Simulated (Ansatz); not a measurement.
Reaction (formal exchange of groups at the Si–Si bond): `C[SiH2][SiH](F)[SiH3]` + `C=C[SiH3]` → `C=C([SiH3])[SiH3]` + `C[SiH2][SiH2]F`

Isolated molecules relaxed with PBE0-D4/def2-TZVP in Ansatz; ΔE leaves out vibrations. CBS: MP2 limit from def2 TZ/QZ plus the TZ coupled-cluster correction, frozen cores. DFT in def2-TZVPP. B3LYP here is the variant with VWN-RPA as its local correlation; programs differ in this. One conformer a species, not always the lowest.

(1) Is it downhill or uphill in electronic energy at CCSD(T)/CBS, and by how much? (Estimate.)

(2) What do these levels give: PBE-D4, r2SCAN-D4, B3LYP-D4, ωB97X-V, HF/def2-TZVPP, SCS-MP2/def2-TZVPP? (An estimate is asked.)

Largest T1 diagnostic among the species: 0.012.

Results:

(1) The calculation gave: Downhill: ΔE = -5.0 kJ/mol.

(2) Ansatz gave: PBE-D4 8.4, r2SCAN-D4 1.6, B3LYP-D4 -1.9, ωB97X-V -2.0, HF/def2-TZVPP -9.4, SCS-MP2/def2-TZVPP -13.7 kJ/mol.

From PBE to PBE0 (25 % exact exchange), in def2-TZVPP and without D4, ΔE moves by −3.9 kJ/mol.
